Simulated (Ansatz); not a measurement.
OTi (SMILES [O]=[Ti]), triplet (typed; the unrestricted solution is spin-contaminated), at a GFN2-xTB geometry (such geometries of metal compounds can be far from the true shape); Ansatz (an electronic-structure program) with HF/6-31G*.

Ansatz was given this input:
Ansatz 0.2 input:
```yaml
crystal:
  periodic: [false, false, false]
  atoms:
    - {symbol: Ti, position_ang: [-0.00000000, -0.00000000, -0.44737439]}
    - {symbol: O, position_ang: [0.00000000, 0.00000000, 1.23027959]}
basis:
  gaussian:
    orbitals: 6-31G*
hamiltonian:
  xc: hf
magnetization: {spin_polarized: true, initial_magnetization: 2}
```

The log (banner, timings and long lists left out):

```
Functional definition: HF
497 factors; integrals over basis functions are off by at most 9.6e-4 eV
mean field evaluation 1: about -25112.0373 eV, gradient 4.4e1 eV
mean field evaluation 2: about -25112.0515 eV, gradient 4.4e1 eV
mean field evaluation 4: about -25121.1802 eV, gradient 5.3e0 eV
mean field evaluation 8: about -25121.4757 eV, gradient 9.0e-1 eV
mean field evaluation 16: about -25121.5795 eV, gradient 3.3e-1 eV
mean field evaluation 32: about -25113.7781 eV, gradient 2.1e1 eV
mean field evaluation 64: about -25114.7269 eV, gradient 2.1e1 eV
mean field evaluation 96: about -25121.4364 eV, gradient 4.5e-1 eV
mean field evaluation 128: about -25121.5732 eV, gradient 1.6e-1 eV
mean field evaluation 160: about -25118.9179 eV, gradient 7.1e-1 eV
mean field evaluation 192: about -25118.8447 eV, gradient 4.6e0 eV
mean field evaluation 224: about -25119.7174 eV, gradient 4.4e-1 eV
mean field evaluation 256: about -25119.6113 eV, gradient 1.6e0 eV
mean field evaluation 288: about -25116.4755 eV, gradient 1.6e1 eV
mean field evaluation 320: about -25116.2342 eV, gradient 1.0e1 eV
mean field evaluation 352: about -25119.4020 eV, gradient 3.1e0 eV
mean field evaluation 384: about -25121.4541 eV, gradient 2.9e0 eV
mean field evaluation 416: about -25119.6486 eV, gradient 9.1e-2 eV
mean field evaluation 448: about -25119.7112 eV, gradient 5.4e-2 eV
mean field -25121.58371650 eV, -923.2011735604 hartree, gradient 4.1e-6 eV, S^2 2.366589; 6 other end points of the search recorded, 0 dependent functions left out
reference -25121.58371650 eV, -923.2011735604 hartree; 16, 14 occupied and 35, 37 virtual orbitals, 497 factors
Total energy: -25121.58371650 eV, -923.2011735604 hartree
```
